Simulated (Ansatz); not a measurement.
CHCl (SMILES [CH]Cl) moved off its minimum; all values from Ansatz (a first-principles code), cores frozen in correlated methods.
(charge 0, multiplicity 1)
```xyz
3

C     -1.22494     0.54209     0.10671
Cl     0.45568    -0.03000     0.11707
H     -1.81464    -0.20103    -0.01574
```

Q: Give the forces (eV/Å), the total energy and the dipole at CCSD(T)/aug-cc-pV(T+d)Z.

A: 
```json
[
 {"atom": "C1", "Fx": "5.698", "Fy": "6.055", "Fz": "1.042"},
 {"atom": "Cl2", "Fx": "-1.940", "Fy": "0.146", "Fz": "-0.077"},
 {"atom": "H3", "Fx": "-3.758", "Fy": "-6.201", "Fz": "-0.965"}
]
```
Energy -498.2173 hartree, dipole 1.51 D.

Doubts at one or more of the structures used: a restricted determinant that unrestricted orbitals would lower (CCSD(T)/aug-cc-pV(T+d)Z).
